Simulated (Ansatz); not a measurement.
Basis-set extrapolation for `BC1=NCN1C` (PBE0-D4/def2-TZVP geometry, frozen core, Ansatz 0.2.0). Multiplicity 1, RHF reference.

|  | def2-TZVPP | def2-QZVPP |
| --- | --- | --- |
| HF | -251.265968 | -251.277542 |
| MP2 correlation | -0.996105 | -1.061392 |
| CCSD(T) correlation | -1.082200 | not run |

Energies in hartree. Use E(X) = E(∞) + A·exp(−7.88·√X) for Hartree–Fock and E(X) = E(∞) + B·X^(−2.97) for correlation, with X = 3 and 4, and add CCSD(T) minus MP2 of the smaller set to the MP2 limit.

Task: What is the CCSD(T) energy at the basis-set limit?

Result: HF limit: -251.277542 + (-0.011574) × 0.13774 = -251.27914. MP2 limit: -1.061392 + (-0.065287) × 0.74074 = -1.10975. Higher-order term: -1.082200 − (-0.996105) = -0.08610. Total: -252.47499 hartree, 3.45 eV below CCSD(T)/def2-TZVPP.
